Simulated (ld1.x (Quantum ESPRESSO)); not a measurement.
**Reading a pseudo-wave (P (Z = 15))**

Columns: radius, all-electron u(r) and pseudo u(r) of the 3p shell (level -5.49 eV) of phosphorus in the configuration [Ne] 3s2 3p3; Wu–Cohen, non-relativistic, TM scheme, ld1.x (Quantum ESPRESSO) 7.5.

```
r (bohr)  all-electron   pseudo
   0.078        0.0931  -0.0035
   0.155        0.2152  -0.0137
   0.232        0.2851  -0.0303
   0.310        0.2965  -0.0534
   0.388        0.2616  -0.0821
   0.465        0.1971  -0.1152
   0.542        0.1156  -0.1525
   0.620        0.0249  -0.1935
   0.698       -0.0674  -0.2371
   0.775       -0.1557  -0.2819
   0.852       -0.2385  -0.3276
   0.930       -0.3153  -0.3742
   1.008       -0.3843  -0.4204
   1.085       -0.4446  -0.4647
   1.162       -0.4970  -0.5068
   1.240       -0.5424  -0.5463
   1.318       -0.5803  -0.5814
   1.395       -0.6108  -0.6110
   1.472       -0.6349  -0.6350
   1.550       -0.6535  -0.6535
   1.628       -0.6667  -0.6667
   1.705       -0.6751  -0.6751
   1.782       -0.6794  -0.6794
   1.860       -0.6800  -0.6800
   1.938       -0.6773  -0.6773
   2.015       -0.6721  -0.6721
```

How many radial nodes do the two functions have?

The all-electron 3p function has n − l − 1 = 1; the pseudo-wave has 0, since the states of the same l below it are removed with the core.

At about which radius was the pseudo-wave matched?

1.55 bohr. The columns agree to 0.0005 from 1.40 bohr on; several derivatives are matched, so the curves merge somewhat inside the radius.

Is the pseudo-wave norm-conserving?

Yes: the TM scheme keeps the norm inside the radius equal to the all-electron one, which fixes the energy derivative of the logarithmic derivative at the level.
